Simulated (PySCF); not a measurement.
## Working with the constants of TlN

ROHF-CCSD(T) constants of TlN, ³Σ⁻ (triplet), unpaired electrons π ↑↑ (Tl cc-pVDZ-PP with ECP60, N cc-pVDZ; scalar-relativistic core potentials (PySCF 2.14); masses 204.9744 and 14.0031 u):

```
ωe           : 367.6 cm⁻¹
ωexe         : 3.44 cm⁻¹
Be           : 0.23178 cm⁻¹
αe           : 0.00238 cm⁻¹
De to Tl + N : 0.87 eV
```

**Question.** What force constant and bond length do these constants imply?

**Answer.** Reduced mass μred = 13.108 u; k = 5.8918×10⁻⁷·μred·ωe² (u, cm⁻¹, mdyn/Å) = 1.04 mdyn/Å; Re = √(16.8576/(μred·Be)) (u, cm⁻¹, Å) = 2.356 Å.

**Question.** Estimate the centrifugal constant D from the Kratzer relation and find the Dunham coefficient a1.

**Answer.** D = 4Be³/ωe² = 3.69e-07 cm⁻¹; a1 = −1 − αeωe/(6Be²) = -3.71.

Correlated steps freeze 5 core orbitals. Correlated levels converge slowly with the basis: in double zeta they bind strong bonds too weakly, by up to about 1 eV, and carry superposition errors of some tenths. These are scalar-relativistic numbers at best; spin–orbit coupling would shift them, the dissociation energy most. The state was picked by a PBE0 search and need not be the measured ground state.
